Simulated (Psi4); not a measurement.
Pair of molecules, SMILES F with SMILES [H][H] (the first has 2 atoms); geometry from B3LYP-D3(BJ)/def2-TZVP.
(charge 0, multiplicity 1):
```xyz
4

F      0.0691     0.0916    -0.1267
H      0.1090     0.0822     0.7990
H      0.5677     0.0801     2.7175
H     -0.1769     0.0417     2.7504
```

The numbers are results of Psi4 with SAPT0/jun-cc-pV(D+d)Z, not measurements.

Question: Give the four SAPT terms and the total, and say what mostly holds the pair together.

Answer: electrostatics -1.59, exchange 2.36, induction -1.02, dispersion -0.51, total -0.76 kcal/mol; the largest attraction is electrostatics.
